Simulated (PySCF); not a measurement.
How methods differ on the ionisation energy of K²⁺

K²⁺ [Ne] 3s2 3p5 (2P) → K³⁺ [Ne] 3s2 3p4 (3P), as a difference of total energies. Computed with PySCF 2.14 in def2-SVP (5s3p2d, 24 functions), with the non-relativistic Hamiltonian (point nucleus). Correlated levels: valence: [Ne] 3s2 frozen. The calculations carry no spin-orbit coupling.

```json
{"method": "UHF", "ionisation energy (eV)": "46.918", "difference from reference (eV)": "+1.115"}
{"method": "M06-2X", "ionisation energy (eV)": "48.388", "difference from reference (eV)": "+2.585"}
{"method": "M06-L", "ionisation energy (eV)": "48.385", "difference from reference (eV)": "+2.582"}
{"method": "MP2 (valence)", "ionisation energy (eV)": "47.227", "difference from reference (eV)": "+1.424"}
{"method": "SCS-MP2 (valence)", "ionisation energy (eV)": "47.233", "difference from reference (eV)": "+1.430"}
{"method": "CCSD (valence)", "ionisation energy (eV)": "47.263", "difference from reference (eV)": "+1.460"}
{"method": "CCSD(T) (valence)", "ionisation energy (eV)": "47.264", "difference from reference (eV)": "+1.461"}
```

Reference: 45.803 eV (semi-empirical (NIST evaluation); NIST Atomic Spectra Database, ionization energies).

These non-relativistic numbers lack the scalar-relativistic shift.

The reference lies between the lowest fine-structure levels, while these numbers refer to the centres of the terms.

Errors of the correlated levels include the incompleteness of this basis and the frozen core.
